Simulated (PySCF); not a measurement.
**Peak assignment**

Structure with atom numbers: `[CH2:1]=[CH:2][CH2:3]/[P:4]=[P:5]/[N:6]([SiH3:7])[SiH3:8]` (H(Xn): hydrogen on atom n). Ha(C1) is cis to C3; Hb(C1) is trans to C3.

One computed conformer, one averaged value for each set of equivalent atoms, relativity neglected, in vacuum. PBE0/pcSseg-1 with gauge-including orbitals; structure optimised with GFN2-xTB; PySCF 2.14.

Referencing at the same level of theory: TMS for 13C, 1H.

(1) Assign these signals to the numbered atoms. 13C{1H} NMR (computed): δ 149.8, 119.9, 37.9.

(2) Assign these signals to the numbered atoms. 1H NMR (600 MHz, computed): δ 6.55 (m, 1H), 5.60 (m, 1H), 5.18 (m, 1H), 5.03 (m, 6H), 3.84 (m, 2H).

Answers

(1) 
149.8 → C2, alkene CH: an sp2 carbon of a C=C bond
119.9 → C1, terminal =CH2 carbon: an sp2 carbon of a C=C bond
37.9 → C3, allylic sp3 CH2 bonded to P

(2) 
| δ (ppm) | atoms | environment | reason |
| --- | --- | --- | --- |
| 6.55 | H(C2) | hydrogen on an alkene CH | attached to an sp2 carbon and in the plane of the double bond |
| 5.60 | Ha(C1) | hydrogen on a terminal =CH2 carbon | a vinylic proton, deshielded by the sp2 carbon and the C=C anisotropy |
| 5.18 | Hb(C1) | hydrogen on a terminal =CH2 carbon | – |
| 5.03 | H(Si7)/H(Si8) | hydrogen on a silicon bonded to N | – |
| 3.84 | H(C3) | hydrogen on an allylic sp3 CH2 bonded to P | – |

Splittings by 31P in the carbon and heteronuclear signals aren't shown, as no couplings were computed. Shifts are as computed. Against solution values, carbons near 30 ppm lie about +3 ppm off and those near 130 ppm about +5 ppm. Of 1211 compounds with measured shifts, 218 miss one by over three times the rms of a fit or turn the order of signals round; such compounds aren't used in these exercises. Multiplicities follow the n + 1 count of equivalent neighbours, as no J values were calculated; m marks all less simple cases, F and P coupling included.
